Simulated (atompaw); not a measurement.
# Os: one change to a PAW (atompaw) potential, before and after

| Item | Value |
| --- | --- |
| Element | osmium (Os) |
| Generator | atompaw 4.2.0.5 |
| Type | PAW |
| Functional | PBE |
| Relativity | scalar-relativistic |
| Frozen core | [Xe] 4f14 |
| Valence charge | 8 |
| Reference configuration | 5d6 6s2 6p0 |
| Partial waves | 6s (bound): rc 2.50 bohr; 6s channel at 1.1 Ry: rc 2.50 bohr; 6p (bound, empty): rc 3.00 bohr; 6p channel at 2.1 Ry: rc 3.00 bohr; 5d (bound): rc 1.95 bohr; 5d channel at 1.4 Ry: rc 3.00 bohr |
| Local potential | troulliermartins scheme with l = 3 at 0 Ry, radius 2.45 bohr |
| Core correction | smooth core density matched at 2.40 bohr |
| Augmentation charge | besselshape compensation charge, radius 2.75 bohr; PAW radius 3.00 bohr; waves and projectors: custom polynom2 7 10 vanderbiltortho |

Change: all radii scaled by about 0.89 (s 2.24, p 2.68, d 1.74 bohr); local potential troulliermartins scheme with l = 3 at 0 Ry, radius 2.20 bohr; augmentation besselshape compensation charge, radius 2.46 bohr; PAW radius 2.68 bohr; waves and projectors: custom polynom2 7 10 vanderbiltortho; core correction smooth core density matched at 2.14 bohr.

Cutoffs: the cutoffs (Ry, on a coarse ladder) from which the occupation-weighted sum of valence levels, in a spherical-Bessel basis at the reference potential, stays within 10 and 1 mRy of its value at 400 Ry; they do not see the model core or the augmentation charge, which bear on the density cutoff.

What does the change do?

The potential gets harder (21 Ry and 30 Ry → 25 Ry and 120 Ry); a bound ghost appears in s, which as a rule spoils a file. A smaller radius makes the pseudo-wave follow the all-electron one further in, where it bends more sharply, so more plane waves are needed.

```csv
quantity,base,changed
"cutoff, loose",21 Ry,25 Ry
"cutoff, tight",30 Ry,120 Ry
loose cutoff by channel (10 mRy a level),"s 6 Ry, d 18 Ry","s 8 Ry, d 21 Ry"
bound ghosts,none,s
lowest overlap eigenvalue by channel,"s 0.47, p 0.91, d 0.56","s 0.14, p 1.00, d 0.46"
```

 A true bound ghost makes a file unfit for plane-wave use even where its test errors are small: the radial tests pick states by their node count and pass the ghost by. The cutoffs see the waves, projectors and local potential, not the compensation charge or the core.
